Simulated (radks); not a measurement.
The numbers below are computed, except where a source is named.
Initial-state core-level shifts of neutral sulfur when its valence configuration changes from [Ne] 3s2 3p4. Level of theory: Dirac Kohn-Sham, PBEsol, spin-unpolarised, spherical densities, point nucleus; open shells fill j = l - 1/2 first (a radial shooting solver on a logarithmic mesh with Libxc functionals). Shifts are changes of the shell-averaged eigenvalues in eV (positive: less bound).

valence          1s      2s      2p
3s1 3p5      -1.476  -1.448  -1.432
3s1.5 3p4.5  -0.750  -0.734  -0.726
3p6          -2.867  -2.821  -2.788
